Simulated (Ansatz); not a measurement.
System: sum formula SiN2H3F2 (charge 0, doublet). It need not be the lowest isomer of its formula. SMILES: [NH][Si](N)(F)F
Coordinates optimised at B3LYP-D3(BJ)/def2-TZVP (Ansatz, an electronic-structure program):
```
Si
F 1 1.5917
F 1 1.5945 2 104.92
N 1 1.6829 2 115.06 3 -117.20
H 4 1.0057 1 123.36 2 96.34
H 4 1.0057 5 113.61 1 174.68
N 1 1.7232 2 105.68 3 124.29
H 7 1.0195 1 118.35 2 -107.61
```
Charge 0, spin multiplicity 2.

Parts of the frozen-core correlation energy in STO-3G (Ansatz, hartree). Frozen orbitals: 9; correlated occupied orbitals by spin: 16 and 15; virtual: 7 and 8. Open shells are spin-unrestricted. No spin-orbit coupling. No relativistic terms.

```json
[
 {"term": "reference (HF)", "value": "-590.94270"},
 {"term": "MP2 opposite-spin", "value": "[?]"},
 {"term": "MP2 same-spin", "value": "[?]"},
 {"term": "CCSD correlation", "value": "-0.15884"},
 {"term": "(T)", "value": "[?]"},
 {"term": "T1 diagnostic", "value": "0.010"},
 {"term": "largest doubles amplitude", "value": "0.032"},
 {"term": "<S^2> of the reference", "value": "0.757"}
]
```

Q: Some entries are withheld; supply them.

A: 
- MP2 opposite-spin, value: -0.10656
- MP2 same-spin, value: -0.01880
- (T), value: -0.00485
